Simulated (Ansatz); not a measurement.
Species: dimethylborinic acid, C₂H₇BO, net charge 0, singlet state. 
Geometry from a B3LYP-D3(BJ)/def2-TZVP (Ansatz, an electronic-structure program) optimisation:
SMILES: CB(C)O
```xyz
11

C      1.1177    -1.0752     0.0003
B      0.0332     0.0619    -0.0227
C     -1.4653    -0.2033     0.3947
O      0.4457     1.3010    -0.4268
H      0.7429    -2.0038    -0.4391
H      2.0414    -0.7926    -0.5061
H      1.3686    -1.3185     1.0395
H     -1.5281    -0.7936     1.3129
H     -2.0640     0.7017     0.5318
H     -1.9560    -0.8047    -0.3791
H     -0.2512     1.9653    -0.4027
```

Basis-set convergence of Hartree-Fock and CCSD correlation energies (hartree) with Ansatz. Correlated levels leave the core frozen unless marked. No spin-orbit coupling. Non-relativistic.

```
basis        functions       E(HF)  E(corr, CCSD)
-----------  ---------  ----------  -------------
aug-cc-pVDZ        155  -179.45306       -0.63568
aug-cc-pVTZ        345  -179.50152       -0.74850
aug-cc-pVQZ        642  -179.51288       -0.78203
```

Extrapolating the two largest sets (X = 3 and 4) as X^-3: E(corr) = (64·(-0.78203) - 27·(-0.74850))/37 = -0.8065 Eh, an estimate of the basis-set limit. The largest set recovers 97.0 % of it, the smallest 78.8 %.
